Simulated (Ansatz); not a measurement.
Single points on CaO2H2.

```yaml
crystal:
  periodic: [false, false, false]
  atoms:
    - {symbol: Ca, position_ang: [-0.180221, -0.104613, -0.027640]}
    - {symbol: O, position_ang: [1.023409, -1.705459, -0.338248]}
    - {symbol: O, position_ang: [-1.050515, 1.689718, 0.334133]}
    - {symbol: H, position_ang: [-1.417785, 2.550881, 0.509159]}
    - {symbol: H, position_ang: [1.625102, -2.430527, -0.477413]}
basis:
  gaussian: {orbitals: def2-TZVPD, initial_orbitals: start.molden}
hamiltonian: {xc: r2scan, dispersion: d4}
scf: {omitted_lower_state_checks: [starts]}
output: {orbitals: {seedname: orbitals}}
```

The file start.molden holds the orbitals of an earlier run on this structure, at another level or in another basis.

```sh
$ ansatz run in.yaml --threads 4 --pin off --events-out ev --progress --plain --max-ram 3916MiB
```

It prints (some lines left out):

```
Functional definition: r2SCAN
837 factors; their error is unknown
mean field evaluation 1: about -22566.4809 eV, gradient 8.1e0 eV
mean field evaluation 2: about -22566.5871 eV, gradient 2.3e-1 eV
mean field evaluation 4: about -22566.5417 eV, gradient 2.1e-1 eV
mean field evaluation 8: about -22566.5417 eV, gradient 7.0e-6 eV
mean field -22566.54169024 eV, -829.3051109649 hartree, gradient 7.0e-6 eV, S^2 0.000000; 0 other end points of the search recorded, 0 dependent functions left out
reference -22566.54171068 eV, -829.3051117160 hartree; 19, 19 occupied and 115, 115 virtual orbitals, 837 factors
Total energy: -22566.55508857 eV, -829.3056033444 hartree
Checks for a lower state left out: starts
```

Run time 0.75 s (4 threads of Intel Xeon 6975P-C on a shared host).

As the first input, with `gaussian: {orbitals: def2-TZVP, initial_orbitals: start.molden}`, `hamiltonian: {xc: pbe, dispersion: d4}`, `output: {forces: true, orbitals: {seedname: orbitals}}` (abridged; 0.4 s):

```
Functional definition: PBE
mean field -22559.08657626 eV, -829.0311405793 hartree, gradient 1.2e-5 eV, S^2 0.000000
Total energy: -22559.14599800 eV, -829.0333242880 hartree
Atom 0 force    -0.028915    -0.016775    -0.004382 eV/Å
Atom 1 force    -0.306521     0.367410     0.070391 eV/Å
Atom 2 force     0.185332    -0.437824    -0.089058 eV/Å
Atom 3 force    -0.233917     0.549410     0.111695 eV/Å
Atom 4 force     0.384021    -0.462221    -0.088646 eV/Å
Dipole moment:    -0.143274    -0.083157    -0.022029 e Å
Checks for a lower state left out: starts
```

As the first input, with `hamiltonian: {xc: pbe0, dispersion: d4}` (abridged; 0.5 s):

```
Functional definition: PBE0
mean field -22560.22253977 eV, -829.0728864684 hartree, gradient 1.1e-5 eV, S^2 0.000000
Total energy: -22560.27265149 eV, -829.0747280403 hartree
Checks for a lower state left out: starts
```

First input, but with `gaussian: {orbitals: def2-TZVP, initial_orbitals: start.molden}`, `hamiltonian: {xc: {name: r2SCAN0}, dispersion: d4}` (abridged; 0.65 s):

```
Functional definition: r2SCAN0
mean field -22565.66134431 eV, -829.2727588486 hartree, gradient 2.3e-5 eV, S^2 0.000000
Total energy: -22565.67771245 eV, -829.2733603668 hartree
Checks for a lower state left out: starts
```

As the first input, with `gaussian: {orbitals: 6-31G}`, `hamiltonian: {xc: hf}` (abridged; 0.15 s):

```
Functional definition: HF
mean field -22521.93189402 eV, -827.6657311913 hartree, gradient 1.5e-5 eV, S^2 0.000000
Total energy: -22521.93189402 eV, -827.6657311913 hartree
Checks for a lower state left out: starts
```

The first input with `gaussian: {orbitals: def2-TZVPP, initial_orbitals: start.molden}`, `correlation: {method: ccsd_t}` and without the key `hamiltonian` (abridged; 2.1 s):

```
Functional definition: HF
mean field -22525.94852627 eV, -827.8133397043 hartree, gradient 3.0e-6 eV, S^2 0.000000
7 core orbitals not correlated: weight in the atoms' cores, before any rotation towards them, 1.000 or more for the frozen orbitals, at most 0.000 for the correlated occupied ones
second order -19.38425039 eV of doubles, -0.00000000 eV of singles
cycle   1  -19.29960374 eV  change    8.5e-2 eV  update   9.4e-2
cycle   2  -19.65711725 eV  change   -3.6e-1 eV  update   3.0e-2
cycle   3  -19.76820694 eV  change   -1.1e-1 eV  update   1.5e-2
cycle   4  -19.76176014 eV  change    6.4e-3 eV  update   4.2e-3
cycle   5  -19.75902171 eV  change    2.7e-3 eV  update   1.8e-3
cycle   6  -19.75952549 eV  change   -5.0e-4 eV  update   6.4e-4
cycle   7  -19.75928721 eV  change    2.4e-4 eV  update   1.9e-4
cycle   8  -19.75916016 eV  change    1.3e-4 eV  update   6.3e-5
cycle   9  -19.75914888 eV  change    1.1e-5 eV  update   1.9e-5
perturbative correction -0.58538073 eV, -0.0215123451 hartree
Total energy: -22546.29305589 eV, -828.5609873775 hartree
Checks for a lower state left out: starts
```

The first input with `correlation: {method: ccsd_t}` and without the key `hamiltonian` (abridged; 2.6 s):

```
Functional definition: HF
mean field -22525.94711083 eV, -827.8132876876 hartree, gradient 2.9e-6 eV, S^2 0.000000
7 core orbitals not correlated: weight in the atoms' cores, before any rotation towards them, 1.000 or more for the frozen orbitals, at most 0.000 for the correlated occupied ones
second order -19.48096177 eV of doubles, -0.00000000 eV of singles
cycle   1  -19.35315221 eV  change    1.3e-1 eV  update   1.0e-1
cycle   2  -19.73553654 eV  change   -3.8e-1 eV  update   3.3e-2
cycle   3  -19.85416106 eV  change   -1.2e-1 eV  update   1.6e-2
cycle   4  -19.84413793 eV  change    1.0e-2 eV  update   4.3e-3
cycle   5  -19.84118343 eV  change    3.0e-3 eV  update   1.8e-3
cycle   6  -19.84182137 eV  change   -6.4e-4 eV  update   6.1e-4
cycle   7  -19.84161820 eV  change    2.0e-4 eV  update   2.1e-4
cycle   8  -19.84149970 eV  change    1.2e-4 eV  update   6.5e-5
cycle   9  -19.84150216 eV  change   -2.5e-6 eV  update   2.1e-5
perturbative correction -0.62942554 eV, -0.0231309618 hartree
Total energy: -22546.41803853 eV, -828.5655804048 hartree
Checks for a lower state left out: starts
```

Geometry: PBE0-D4/def2-TZVP.

The 6-31G sets use Cartesian d functions. Correlated methods freeze 7 core orbitals; core or outer-core shells of Ca are correlated, in sets that lack core-valence functions. The structure comes from a short search, and lower isomers may exist.
